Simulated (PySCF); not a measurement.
**Spinor energies of Ge³⁺ (germanium, charge +3)**

Start: [Ar] 3d10 4s1; 4s1/2 filled at m_j = +1/2. Calculated with PySCF 2.14 in x2c-TZVPall-2c: generalised Hartree-Fock with the X2C-1e Hamiltonian and a Gaussian nucleus; one run each with spin-orbit coupling (SO) switched off, then screened by Boettger's factors. This is a chosen level, not necessarily the ground level.

```
spinor shell  electrons  ε, spin-free (eV)  ε, screened SO (eV)  weight of nominal j (screened SO)  rms radius, screened SO (bohr)
       1s1/2          2           -11213.9             -11213.7                              1.000                          0.0542
       2s1/2          2            -1488.0              -1487.9                              1.000                           0.227
       2p1/2          2            -1299.9              -1321.7                              1.000                           0.201
       2p3/2          4            -1299.9              -1289.3                              1.000                           0.204
       3s1/2          2            -235.22              -235.21                              1.000                           0.668
       3p1/2          2            -175.53              -178.64                              0.999                           0.693
       3p3/2          4            -175.53              -174.03                              1.000                           0.703
       3d3/2          4            -77.335              -77.723                              0.986                           0.800
       3d5/2          6            -77.335              -77.076                              0.991                           0.803
       4s1/2          1            -44.730              -44.730                              1.000                            2.01
```

| quantity | spin-free | screened SO |
| --- | --- | --- |
| E (hartree) | -2094.99502 | -2095.07214 |
| M_J | 1/2 | 1/2 |
| ⟨J²⟩ | 0.750 | 0.750 |
| ⟨L²⟩ | 0.000 | 0.002 |
| ⟨S²⟩ | 0.750 | 0.752 |

Each row is a mean over spinors that exchange with the open shell spreads, by up to 0.663 eV (3s1/2).

Without spin-orbit coupling the j labels of p, d and f shells carry no meaning; the spin-free column gives the mean over the occupied spinors of each nl shell.
